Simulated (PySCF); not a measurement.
**Ionisation energy of S⁺ by level of theory**

S⁺ [Ne] 3s2 3p3 (4S) → S²⁺ [Ne] 3s2 3p2 (3P), as a difference of total energies. Computed with PySCF 2.14 in aug-cc-pVDZ-DK (5s4p2d, 27 functions), with scalar relativity by spin-free X2C-1e. Correlated levels: valence: [Ne] frozen. The calculations carry no spin-orbit coupling.

| method | ionisation energy (eV) |
| --- | --- |
| UHF | 22.721 |
| M06-2X | 23.137 |
| TPSS | 23.340 |
| MP2 (valence) | 23.172 |
| SCS-MP2 (valence) | 23.014 |
| CCSD (valence) | 23.097 |
| CCSD(T) (valence) | 23.105 |

Problem. How much does correlation contribute at CCSD(T) (valence)?

Solution. 23.105 − (22.721) = 0.384 eV, measured against UHF.

The reference lies between the lowest fine-structure levels, while these numbers refer to the centres of the terms.

Errors of the correlated levels include the incompleteness of this basis and the frozen core.

For comparison: 23.338 eV (measured; NIST Atomic Spectra Database, ionization energies).
